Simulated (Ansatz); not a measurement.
# Energy profile

The step: AlF₃ ([F][Al]([F])[F]) + H₂S → AlHSF₂ ([F][Al]([F])[SH]) + HF (still joined by a long Al–F bond); bonds formed: F2–H5; dative contacts that become bonds: Al1–S6; bonds broken: H5–S6; bonds weakened to dative contacts: Al1–F2 (atoms numbered as in the saddle structure below).

```
7
angstrom
Al -0.3142 -0.6840 0.2826
F -1.2601 0.6859 -0.5821
F -0.7428 -2.0934 -0.4323
F -0.4768 -0.4547 1.8979
H -0.2854 0.9811 -0.8894
S 1.4364 0.4040 -0.6847
H 1.6428 1.1610 0.4083
```

Electronic energies by CCSD(T) at an estimated basis limit (MP2 extrapolated from triple and quadruple zeta, plus CCSD(T) − MP2 in triple zeta), on PBE0-D4/def2-TZVP structures; AlH$_{2}$SF$_{3}$, singlet; no counterpoise correction. Program: Ansatz 0.2.0. Basis: def2-TZVPP and def2-QZVPP. Cores are frozen in the correlated methods. Extrapolation: Hartree–Fock as exp(−7.88 √X), correlation as X^−2.97.

Problem. Give the profile in kcal/mol, counted from the separated reactants. (An estimate is asked for; the value comes from the calculation.)

Solution. Computed:
```csv
point,kcal/mol
"separated: AlF$_{3}$ (linked as [F][Al]([F])[F]; Al1, F2, F3, F4; singlet) + H$_{2}$S (H5, S6, H7; singlet)",0.00
start structure,-19.97
saddle,1.75
end structure,1.04
"separated: AlHSF$_{2}$ (linked as [F][Al]([F])[SH]; Al1, F3, F4, S6, H7; singlet) + HF (F2, H5; singlet)",14.77
```

No T1 diagnostic of these runs exceeds 0.013.

Exchanges of this kind with a chalcogen hydride build sulfide and selenide films.

For scale, one of the runs: CCSD(T)/def2-TZVPP, 205 basis functions (an equivalent command: `ansatz run in.yaml --threads 4`). The run took 64 s on 4 CPU threads (shared host), with 2.7 GiB of host memory at its peak.
